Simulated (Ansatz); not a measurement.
A run for Ansatz (a first-principles code): U-PBE/cc-pV(T+d)Z on C2H5Al (SMILES C=[CH][AlH2]), a point of a bond scan (R = 3.164 Å). Files ending in .json are basis or fitting sets from the Basis Set Exchange.

Ansatz 0.2 input:
```yaml
crystal:
  periodic: [false, false, false]
  atoms:
    - {symbol: Al, position_ang: [-0.13640480, 0.16293037, 1.16257739]}
    - {symbol: H, position_ang: [-1.49388498, 3.01910303, 1.27265523]}
    - {symbol: H, position_ang: [0.17826312, -0.64444815, 2.48571591]}
    - {symbol: C, position_ang: [0.29151772, -0.55237827, -0.58963342]}
    - {symbol: C, position_ang: [0.01802875, 0.14494252, -1.69877918]}
    - {symbol: H, position_ang: [0.75944852, -1.52587481, -0.73005893]}
    - {symbol: H, position_ang: [0.24169125, -0.21989595, -2.69843926]}
    - {symbol: H, position_ang: [-0.44827436, 1.12572183, -1.65786457]}
basis:
  gaussian:
    orbitals: cc-pV_T+d_Z.json
hamiltonian:
  xc: {name: PBE}
magnetization: {spin_polarized: true, initial_magnetization: 0}
```

It printed:

```
WARN ansatz: RAYON_NUM_THREADS=1 ignored (pool sized by the plan → 1); use --threads N
Functional definition: PBE
integrals: 0.06 GiB planned
914 factors; their error is unknown
mean field: 0.67 GiB planned
mean field evaluation 1: about -8687.6275 eV, gradient 8.0e1 eV
mean field evaluation 2: about -8176.6325 eV, gradient 1.9e2 eV
mean field evaluation 4: about -8730.3514 eV, gradient 2.8e1 eV
mean field evaluation 8: about -8742.1422 eV, gradient 7.1e-1 eV
mean field evaluation 16: about -8742.1237 eV, gradient 1.1e-2 eV
mean field evaluation 32: about -8742.1757 eV, gradient 2.7e-4 eV
mean field evaluation 64: about -8734.4235 eV, gradient 3.0e0 eV
mean field -8742.17567229 eV, -321.2690302973 hartree, gradient 2.4e-5 eV, S^2 0.379205; 8 other end points of the search recorded, 0 dependent functions left out
reference -8742.17571908 eV, -321.2690320168 hartree; 15, 15 occupied and 154, 154 virtual orbitals, 914 factors
Total energy: -8742.17571908 eV, -321.2690320168 hartree
```

The run converged. Its determinant has ⟨S²⟩ = 0.38, a mixture of spin states.

Cost: roughly 16 core-seconds.
